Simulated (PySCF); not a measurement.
A run for PySCF: R-MP2/6-31G* on H2 (SMILES [H][H]) with ghost functions, monomers drawn apart or pushed together.

```python
from pyscf import gto, scf, dft, mp
from pyscf.data.elements import chemcore

mol = gto.M(
    atom='''
    H    -0.08537972   -0.23710554    3.60060400
    H    -0.12697100   -0.36845629    4.33280518
    ghost-C    0.17010812    0.56811623   -0.69665969
    ghost-N    0.09934828    0.34565917    0.42524776
    ghost-H    0.23595863    0.77510770   -1.74111715
    ''',
    basis='6-31g*',
    cart=True,
    charge=0, spin=0, verbose=3, max_memory=1800)
mf = scf.RHF(mol)
mf.conv_tol = 1e-8
mf.max_cycle = 100
mf.kernel()
if not mf.converged:
    mf = mf.newton().run(mf.mo_coeff, mf.mo_occ)
pt = mp.MP2(mf, frozen=chemcore(mol)).run()
```

Output:

```
converged SCF energy = -1.12667657461723
E(RMP2) = -1.14412242668521  E_corr = -0.0174458520679738
E(SCS-RMP2) = -1.1476115970988  E_corr = -0.0209350224815686
```

The calculation finished and met its thresholds.

Cost: about 0.3 core-seconds (a rough figure).
